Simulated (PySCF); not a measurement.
A side-by-side comparison of computed properties.

First species: C₅H₇O₂P.
Cartesian coordinates in Å at the GFN2-xTB level; atoms count from 1:
```
atom  x, y, z in Å
C1     2.7401   -1.6187    0.0465
C2     1.9819   -0.6997   -0.0955
P3     0.8340    0.6565   -0.1983
O4     0.7568    1.4852    1.0075
O5     1.3479    1.4917   -1.4766
C6    -0.7038   -0.1012   -0.7720
C7    -1.5311   -0.7510    0.2974
C8    -1.9630    0.5504   -0.2851
H9     3.4117   -2.4213    0.1498
H10    1.6757    2.3395   -1.1709
H11   -0.6746   -0.5376   -1.7599
H12   -1.1335   -0.7430    1.3025
H13   -2.0788   -1.6470    0.0444
H14   -2.8156    0.5722   -0.9471
H15   -1.8522    1.4319    0.3298
```

Second species: C₇H₅P.
InChI=1S/C7H5P/c8-6-7-4-2-1-3-5-7/h1-5H

Levels: B3LYP/def2-SVPD for dipole moment, HOMO energy, LUMO energy, HOMO–LUMO gap, static isotropic polarisability and electronic spatial extent ⟨r²⟩ about the centre of nuclear charge; TDDFT B3LYP/def2-SVPD for lowest singlet excitation; TDA B3LYP/def2-SVPD for lowest triplet excitation (Tamm–Dancoff); GFN2-xTB for rotational constant A and rotational constant C. Geometries: GFN2-xTB. All species are isolated and taken at one optimised geometry, non-relativistic unless stated. Electronic properties by PySCF.

The conformers computed, where there is a choice (atom-mapped SMILES and torsion angles):
- `[CH:1]#[C:2][P@@:3](=[O:4])([OH:5])[CH:6]1[CH2:7][CH2:8]1`: C2–P3–C6–C7 82°, H–O5–P3–C2 -113°

(1) Which of the two has the higher T1 energy, and by how much?

(2) Which has the higher S1 energy?

(3) Which of the two has the higher static isotropic polarisability, and by how much?

(4) Which has the higher rotational constant C?

(5) Which of the two has the higher HOMO energy, and by how much?

(6) Which has the higher rotational constant A?

(7) Which of the two has the higher dipole moment, and by how much?

(8) Which of the two has the higher HOMO–LUMO gap, and by how much?

## Answers

(1) The first: 5.07 eV against 2.65 eV, a difference of 2.42 eV.

(2) The first: 6.10 eV against 3.92 eV, a difference of 2.18 eV.

(3) The second: 113.8 au against 83.4 au, a difference of 30.4 au.

(4) The first: 1.195 GHz against 0.813 GHz, a difference of 0.382 GHz.

(5) The second: -6.51 eV against -8.12 eV, a difference of 1.61 eV.

(6) The second: 5.740 GHz against 2.524 GHz, a difference of 3.216 GHz.

(7) The first: 2.70 D against 1.77 D, a difference of 0.93 D.

(8) The first: 7.51 eV against 4.43 eV, a difference of 3.08 eV.

On the first: The vertical singlet–triplet gap S1 − T1 is 1.03 eV (TDDFT singlet less Tamm–Dancoff triplet; S1: HOMO→LUMO, weight 0.47; T1: HOMO→LUMO+1, weight 0.18, beside HOMO→LUMO, weight 0.16).

On the second: The polarisability is 16.87 Å³ as a volume (1 au = 0.148185 Å³), or 1.84 au for each of the 62 electrons. The 8 singlets span 3.92 to 5.83 eV, and their oscillator strengths add up to 0.71.
